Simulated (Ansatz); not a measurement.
Reaction (formal exchange of groups at a C–B bond): `CBS[SiH3]` + `B/C=C/O` → `B/C=C(\C)O` + `BS[SiH3]`

Calculated with Ansatz (gas phase, PBE0-D4/def2-TZVP geometries, no zero-point term in ΔE). CCSD(T)/CBS is the MP2 limit (def2-TZVPP, def2-QZVPP) plus CCSD(T) − MP2 in def2-TZVPP, frozen cores. This one scheme is used for every species. Double bonds are as drawn, so ΔE can hold a change between cis and trans. Each species was taken in one conformer, which may not be the lowest.

```tsv
level	ΔE (kJ/mol)
MP2/def2-TZVPP	38.9
HF/CBS(def2)	41.6
```

What does CCSD(T)/CBS give? (An estimate is asked.)

The calculation gave: +38.4 kJ/mol. The listed levels differ from it by 0.5, 3.2 kJ/mol.

Largest T1 diagnostic among the species: 0.014.

In def2-TZVPP, CCSD(T) changes the Hartree–Fock value by −4.0 kJ/mol (the triples alone add −1.0 kJ/mol) and MP2 by −3.2 kJ/mol.
